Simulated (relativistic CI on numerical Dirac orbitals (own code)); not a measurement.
## d1 to d9 in one octahedral field

Computed with a parametric ligand-field model without spin-orbit coupling, by exact diagonalisation: B = 480, C = 1860, 10Dq = 36600 cm⁻¹ (Oh; |10Dq|/B = 76.2) for every shell. Energies in cm⁻¹; the field energy is (0.6 n_e − 0.4 n_t2) × 10Dq of the ground term; g labels are left out. So small a B with so large a field is typical of 4d and 5d ions, where spin-orbit coupling, left out here, reaches 1,000 to 4,000 cm⁻¹.

```tsv
Shell	Ground term	Electrons in e	Field energy	First spin-allowed bands	Lowest term of other spin
d1	2T2	0.000	-14640	2E 36600	
d2	3T1	0.005	-29101	3T2 35362, 3T1 41323	1T2 6725
d3	4A2	0.000	-43920	4T2 36600, 4T1 42105	2E 9493
d4	3T1	0.008	-58283	3E 34664, 3T1 35111	1T2 5942
d5	2T2	0.015	-72649	2A2 33874, 2T1 34050	4T1 27312
d6	1A1	0.011	-87424	1T1 35116, 1T2 42245	3T1 31223
d7	?	?	?	?	?
d8	3A2	2.000	-43920	3T2 36600, 3T1 42105	1E 7522
d9	2E	3.000	-21960	2T2 36600
```

Task: Fill in the row of d7.

Result: Ground term: 2E; Electrons in e: 1.007; Field energy: -65620; First spin-allowed bands: 2T1 35019, 2T2 35499; Lowest term of other spin: 4T1 27346. Low spin: d4, d5, d6, d7; the other shells keep the spin of the free ion. Only d4 to d7 can choose; the field needed to pair spins is smallest for d6 and largest for d5, which loses most exchange energy. In the strong-field picture 10Dq must exceed about 6B + 5C = 12180 (d4), 7.5B + 5C = 12900 (d5), 2.5B + 4C = 8640 (d6) and 4B + 4C = 9360 (d7); mixing of terms shifts these bounds somewhat.
